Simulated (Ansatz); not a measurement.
Input file for Ansatz (a quantum-chemistry and plane-wave program): R-CCSD(T)/def2-SVP on CH3FOSn (SMILES C[O][Sn][F]), a point of a torsion scan. Elements past Kr take the def2 small-core potentials; no spin–orbit coupling. The run froze 12 orbitals, filled d shells among them.

Ansatz 0.2 input:
```yaml
crystal:
  periodic: [false, false, false]
  atoms:
    - {symbol: C, position_ang: [-0.98449212, -0.19177233, 0.26336464]}
    - {symbol: O, position_ang: [-0.31925788, 0.96329096, -0.19876726]}
    - {symbol: Sn, position_ang: [0.41387105, 2.36150056, -1.42246813]}
    - {symbol: F, position_ang: [-0.05454461, 1.75746631, -3.37375381]}
    - {symbol: H, position_ang: [-0.80356236, -1.03332486, -0.40653332]}
    - {symbol: H, position_ang: [-2.05881182, -0.00809248, 0.31610585]}
    - {symbol: H, position_ang: [-0.61462507, -0.44033076, 1.26116352]}
basis:
  gaussian:
    orbitals: def2-SVP
magnetization: {spin_polarized: false}
correlation: {method: ccsd_t, electrons: outside_noble_gas}
scf: {lower_state_search: off}
```

Question: Give the final energy of this run.

Answer: -427.7497 hartree (reference determinant -427.1220, T1 diagnostic 0.021).

Question: How many basis functions does it have, and what does it roughly cost on one machine?

Answer: 83 functions; around 5 core-seconds (rough).
